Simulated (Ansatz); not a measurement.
`[CH3][GeH2][S]S` → `SC[S][GeH3]`  (isomerisation)

Gas-phase electronic energies from Ansatz, PBE0-D4/def2-TZVP geometries. CCSD(T)/CBS is the MP2 limit (def2-TZVPP, def2-QZVPP) plus CCSD(T) − MP2 in def2-TZVPP, frozen cores. DFT in def2-TZVPP. B3LYP here is the variant with VWN-RPA as its local correlation; programs differ in this. For Ge outer-core shells are correlated without core-valence functions, which leaves a few kJ/mol of doubt a bond. Scalar relativity is left out up to krypton. One conformer a species, not always the lowest.

Task: Is it downhill or uphill in electronic energy at CCSD(T)/CBS, and by how much? (Estimate.)

Result: Computed: Uphill: ΔE = +64.0 kJ/mol.

Task: What do these levels give: B3LYP-D4, ωB97X-V, ωB97M-V, B2PLYP, PBE, r2SCAN, PBE0, HF/def2-TZVPP, MP2/def2-TZVPP, SCS-MP2/def2-TZVPP, CCSD/def2-TZVPP, SCS-MP2/def2-QZVPP? (An estimate is asked.)

Result: Computed: B3LYP-D4 66.6, ωB97X-V 61.2, ωB97M-V 64.0, B2PLYP 66.3, PBE 67.8, r2SCAN 68.0, PBE0 66.4, HF/def2-TZVPP 63.2, MP2/def2-TZVPP 63.0, SCS-MP2/def2-TZVPP 61.3, CCSD/def2-TZVPP 62.9, SCS-MP2/def2-QZVPP 62.0 kJ/mol.

Largest T1 diagnostic among the species: 0.011.
